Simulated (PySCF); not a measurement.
Molfile (atoms numbered from 1):
```
H8P4Si2
     RDKit          3D

 14 14  0  0  0  0  0  0  0  0999 V2000
    3.0577    0.1337    0.6788 Si  0  0  0  0  0  4  0  0  0  0  0  0
    0.9134   -0.5590    0.8781 P   0  0  0  0  0  0  0  0  0  0  0  0
    0.3763   -0.4565   -1.2504 P   0  0  0  0  0  0  0  0  0  0  0  0
   -1.1545    1.0584   -0.7226 P   0  0  0  0  0  0  0  0  0  0  0  0
   -2.8110   -0.2644    0.0791 Si  0  0  0  0  0  4  0  0  0  0  0  0
    0.0102    1.4285    1.1273 P   0  0  0  0  0  0  0  0  0  0  0  0
    3.1838    1.2310   -0.2874 H   0  0  0  0  0  0  0  0  0  0  0  0
    3.8014   -1.0484    0.2349 H   0  0  0  0  0  0  0  0  0  0  0  0
    3.4389    0.5708    2.0245 H   0  0  0  0  0  0  0  0  0  0  0  0
   -0.4384   -1.5922   -1.2389 H   0  0  0  0  0  0  0  0  0  0  0  0
   -3.6852    0.6373    0.8340 H   0  0  0  0  0  0  0  0  0  0  0  0
   -3.4444   -0.8320   -1.1134 H   0  0  0  0  0  0  0  0  0  0  0  0
   -2.3005   -1.3347    0.9521 H   0  0  0  0  0  0  0  0  0  0  0  0
   -0.9483    1.0269    2.0617 H   0  0  0  0  0  0  0  0  0  0  0  0
  1  2  1  0
  2  3  1  0
  3  4  1  0
  4  5  1  0
  4  6  1  0
  6  2  1  0
  1  7  1  0
  1  8  1  0
  1  9  1  0
  3 10  1  0
  5 11  1  0
  5 12  1  0
  5 13  1  0
  6 14  1  0
M  END
```

Averaged over atoms made equivalent by symmetry, fast rotation or ring inversion, non-relativistic, in vacuum, a single conformation. Coordinates at the GFN2-xTB level; shieldings: GIAO PBE0/pcSseg-1; PySCF 2.14.0 with density-fitted response routines.

Chemical shifts δ = σref − σ; $^{1}$H (σref 31.72), $^{29}$Si (σref 349.16) vs TMS; H3PO4 for $^{31}$P (σref 318.38), all at this level.

```tsv
atoms	nucleus	count	δ (ppm)
H10/H14	$^{1}$H	2	?
H7/H8/H9/H11/H12/H13	$^{1}$H	6	?
Si1/Si5	$^{29}$Si	2	-57.5
P3/P6	$^{31}$P	2	-184.0
P2/P4	$^{31}$P	2	-215.3
```

Task: Complete the table.

Result: 
- H7/H8/H9/H11/H12/H13: 4.63 ppm, hydrogen on a silicon bonded to P
- H10/H14: 4.38 ppm, hydrogen on a phosphorus bonded to 2 P, in a 4-membered ring

Experimental scales use liquid or dissolved standards, which lie at an offset from isolated H3PO4.
